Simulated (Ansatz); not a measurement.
Br$_{2}$GaH, SMILES `[Br][GaH][Br]`. Charge 0, multiplicity 1.

| atom | x (Å) | y (Å) | z (Å) |
| --- | --- | --- | --- |
| Br1 | 0.180 | -1.599 | 1.452 |
| Ga2 | -0.198 | 0.045 | -0.073 |
| Br3 | 1.638 | 1.182 | -0.786 |
| H4 | -1.619 | 0.371 | -0.594 |

Problem. List the harmonic frequencies (cm⁻¹, unscaled) at PBE0-D4/def2-TZVP in Ansatz. (An estimate is asked.)

Solution. Ansatz gave: 92, 286, 336, 426, 595, 2047.

Problem. Is this a minimum?

Solution. Yes, all 6 modes are real.

Problem. Give the ideal-gas thermochemistry at 298.15 K and 1 bar (rigid rotor, harmonic oscillator; point group C2v, symmetry number 2).

Solution. Zero-point energy 22.6 kJ/mol; H(298) − E = 37.8 kJ/mol; entropy 323.2 J/(mol·K), of which translation 176.7, rotation 114.4, vibration 32.1; G(298) − E = -58.5 kJ/mol. Modes under 100 cm⁻¹ are hindered rotations or soft bends, so the harmonic entropy is rough.

Problem. And at 400, 500, 600, 800 and 1000 K?

Solution. 
```tsv
T (K)	H − E (kJ/mol)	S (J/mol/K)	G − E (kJ/mol)
400	44.7	343.0	-92.5
500	51.8	358.8	-127.6
600	59.1	372.0	-164.2
800	74.0	393.6	-240.8
1000	89.5	410.8	-321.3
```
